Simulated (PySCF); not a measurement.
# Ir²⁺: excitation energy

Ir²⁺ [Xe] 4f14 5d7 (4F) → Ir²⁺ [Xe] 4f14 5d6 6s1 (6D), as a difference of total energies. All numbers are calculated (PySCF 2.14, scalar relativity through the core potential, in aug-cc-pVTZ-PP with ECP60MDF). Correlated levels: valence: 5s2 5p6 frozen. The calculations carry no spin-orbit coupling.

```csv
method,excitation energy (cm⁻¹)
UHF,10668
MP2 (valence),14347
SCS-MP2 (valence),18802
CCSD (valence),14405
CCSD(T) (valence),14670
```
